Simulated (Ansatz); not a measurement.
Ansatz (a quantum-chemistry and plane-wave program) input (B3LYP/6-31G* with LANL2DZ past Ar): The .json file joins the Basis Set Exchange's 6-31G* for atoms up to Ar and LANL2DZ past it.

Ansatz 0.2 input:
```yaml
crystal:
  periodic: [false, false, false]
  atoms:
    - {symbol: C, position_ang: [1.55113000, -0.96590700, -0.41447600]}
    - {symbol: Ge, position_ang: [0.06538500, 0.12065400, 0.31379200]}
    - {symbol: C, position_ang: [-1.68233000, -0.80132500, 0.19599800]}
    - {symbol: F, position_ang: [-0.08396000, 1.46185100, -0.83881600]}
    - {symbol: H, position_ang: [1.68316400, -1.86705000, 0.18386700]}
    - {symbol: H, position_ang: [2.47540300, -0.39188700, -0.41598800]}
    - {symbol: H, position_ang: [1.29311100, -1.23963400, -1.43958200]}
    - {symbol: H, position_ang: [-2.48279200, -0.13951600, 0.52011400]}
    - {symbol: H, position_ang: [-1.67538400, -1.69610100, 0.81795700]}
    - {symbol: H, position_ang: [-1.84297700, -1.08000800, -0.84749200]}
basis:
  gaussian:
    orbitals: 6-31Gs+LANL2DZ.json
hamiltonian:
  xc: {name: B3LYP}
magnetization: {spin_polarized: true, initial_magnetization: 1}
relax: {f_tol: 0.003, max_steps: 120}
```

From the output:

```
integrals: 0.02 GiB planned
794 factors; integrals over basis functions are off by at most 4.3e-4 eV
mean field: 0.28 GiB planned
mean field -4991.64023589 eV, -183.4393952139 hartree, gradient 2.1e-5 eV, S^2 0.750936; 0 other end points of the search recorded, 0 dependent functions left out
the calculation of the forces begins
reference -4991.64043614 eV, -183.4394025728 hartree; 16, 15 occupied and 49, 50 virtual orbitals, 794 factors
relax step   5: F+E_penalty+E_count = -4991.64023589 eV  Δ(F+E_penalty+E_count) = -7.742e-5 eV  max|allowed force component| = 8.094e-3 eV/Å  Δτ_max = 0.0044 Å  (25 SCF iters, accepted)
these checks for a lower state are left out or cut short: starts, cluster_reference, orbital_swaps, neighbouring_geometries, increment
integrals: 0.02 GiB planned
794 factors; integrals over basis functions are off by at most 4.3e-4 eV
mean field: 0.28 GiB planned
mean field -4991.64026739 eV, -183.4393963714 hartree, gradient 1.9e-5 eV, S^2 0.750936; 0 other end points of the search recorded, 0 dependent functions left out
the calculation of the forces begins
reference -4991.64046760 eV, -183.4394037289 hartree; 16, 15 occupied and 49, 50 virtual orbitals, 794 factors
relax step   6: F+E_penalty+E_count = -4991.64026739 eV  Δ(F+E_penalty+E_count) = -3.150e-5 eV  max|allowed force component| = 4.259e-3 eV/Å  Δτ_max = 0.0046 Å  (24 SCF iters, accepted)
these checks for a lower state are left out or cut short: starts, cluster_reference, orbital_swaps, neighbouring_geometries, increment
integrals: 0.02 GiB planned
794 factors; integrals over basis functions are off by at most 4.3e-4 eV
mean field: 0.28 GiB planned
mean field -4991.64029610 eV, -183.4393974265 hartree, gradient 1.0e-5 eV, S^2 0.750936; 0 other end points of the search recorded, 0 dependent functions left out
the calculation of the forces begins
reference -4991.64049626 eV, -183.4394047821 hartree; 16, 15 occupied and 49, 50 virtual orbitals, 794 factors
relax step   7: F+E_penalty+E_count = -4991.64029610 eV  Δ(F+E_penalty+E_count) = -2.871e-5 eV  max|allowed force component| = 4.297e-3 eV/Å  Δτ_max = 0.0072 Å  (26 SCF iters, accepted)
these checks for a lower state are left out or cut short: starts, cluster_reference, orbital_swaps, neighbouring_geometries, increment
integrals: 0.02 GiB planned
794 factors; integrals over basis functions are off by at most 4.3e-4 eV
mean field: 0.28 GiB planned
mean field evaluation 64: about -4991.6403 eV, gradient 1.3e-4 eV
mean field -4991.64030479 eV, -183.4393977457 hartree, gradient 1.6e-5 eV, S^2 0.750936; 0 other end points of the search recorded, 0 dependent functions left out
the calculation of the forces begins
reference -4991.64050492 eV, -183.4394051003 hartree; 16, 15 occupied and 49, 50 virtual orbitals, 794 factors
relax step   8: F+E_penalty+E_count = -4991.64030479 eV  Δ(F+E_penalty+E_count) = -8.686e-6 eV  max|allowed force component| = 2.467e-3 eV/Å  Δτ_max = 0.0044 Å  (25 SCF iters, accepted)
integrals: 0.02 GiB planned
794 factors; integrals over basis functions are off by at most 4.3e-4 eV
mean field: 0.28 GiB planned
mean field -4991.64030479 eV, -183.4393977457 hartree, gradient 1.6e-5 eV, S^2 0.750936; 1 other end points of the search recorded, 0 dependent functions left out
the calculation of the forces begins
reference -4991.64050492 eV, -183.4394051003 hartree; 16, 15 occupied and 49, 50 virtual orbitals, 794 factors
Total energy: -4991.64050492 eV, -183.4394051003 hartree
Atom 0 at     1.541891    -0.965242    -0.419866 Å, force    -0.000739    -0.000540     0.001686 eV/Å
Atom 1 at     0.059895     0.162638     0.273396 Å, force    -0.000313     0.000367    -0.001755 eV/Å
Atom 2 at    -1.675667    -0.801469     0.187605 Å, force     0.001245    -0.000641     0.001311 eV/Å
Atom 3 at    -0.075782     1.520453    -0.811296 Å, force     0.000106    -0.002467     0.001226 eV/Å
Atom 4 at     1.644590    -1.862360     0.198847 Å, force    -0.000137     0.000336    -0.000055 eV/Å
Atom 5 at     2.488878    -0.419267    -0.407631 Å, force     0.000833     0.000496    -0.000777 eV/Å
Atom 6 at     1.324685    -1.267830    -1.450823 Å, force     0.000622     0.000734    -0.000679 eV/Å
Atom 7 at    -2.494920    -0.165593     0.533305 Å, force    -0.001006     0.000590    -0.000429 eV/Å
Atom 8 at    -1.633743    -1.695494     0.817793 Å, force     0.000140     0.000322    -0.000107 eV/Å
Atom 9 at    -1.879078    -1.104760    -0.845956 Å, force    -0.000751     0.000804    -0.000420 eV/Å
Dipole moment:     0.019035    -0.432116     0.217319 e Å
```

The geometry given is a B3LYP-D3(BJ)/def2-TZVP minimum.
